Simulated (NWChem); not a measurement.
PbH₂, singlet; SMILES [PbH2]

All runs: NWChem. Low-valent species are run as closed-shell singlets; no triplet was tried in these runs. Structure relaxed at the PBE0/def2-SVP level. def2 effective core potentials on Pb; no spin-orbit coupling. LC-ωPBE (HJS hole) with def2-SVP; x = 1 − exp(−ω/0.25 bohr⁻¹) is a scale chosen for this fit.

```csv
row,x,−ε(HOMO) (eV)
ω = 0.15,0.451,7.66
ω = 0.20,0.551,withheld
ω = 0.25,0.632,8.44
ω = 0.30,0.699,8.71
ω = 0.60,0.909,9.48
```

Fit a straight line of the last column on the one before it, predict the withheld value, and compare with the run.


1. Means of the 4 shown rows: x = 0.6727, y = 8.573. Slope Σ(x − x̄)(y − ȳ)/Σ(x − x̄)² = 0.4258/0.1073 = 3.967; intercept 5.904.
2. The shown rows scatter about the line by 0.031 (root mean square); the largest residual is -0.03, at ω = 0.15.
3. At x = 0.551 (ω = 0.20; inside the shown range) the line gives 8.09.
4. The run gives 8.09, 0.00 from the line, 0.0 times the scatter.
